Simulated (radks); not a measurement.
The numbers below are computed, except where a source is named.
Problem. Ir59+, 18 electrons, occupied as [Ar]. Code: a radial shooting solver on a logarithmic mesh with Libxc functionals. Model: Dirac Kohn-Sham, LB94 model potential, spin-unpolarised, spherical densities, finite nucleus; Fermi nuclear charge, rms radius 5.4032 fm. Some entries of the table are withheld. Estimate them.

| orbital | occ. | eigenvalue (eV) | <1/r> (bohr^-1) |
|---|---|---|---|
| 1s1/2 | 2 | -80729.93 | 92.23 |
| 2s1/2 | 2 | -17741.45 | (1) |
| 2p1/2 | 2 | (2) | 22.72 |
| 2p3/2 | 4 | (3) | 18.77 |
| 3s1/2 | 2 | (4) | 8.975 |
| 3p1/2 | 2 | (5) | (6) |
| 3p3/2 | 4 | (7) | (8) |

Solution. 
(1) 2s1/2 <1/r> (bohr^-1): 22.78
(2) 2p1/2 eigenvalue (eV): -17231.04
(3) 2p3/2 eigenvalue (eV): -15566.99
(4) 3s1/2 eigenvalue (eV): -6935.100
(5) 3p1/2 eigenvalue (eV): -6740.431
(6) 3p1/2 <1/r> (bohr^-1): 8.923
(7) 3p3/2 eigenvalue (eV): -6311.868
(8) 3p3/2 <1/r> (bohr^-1): 7.847
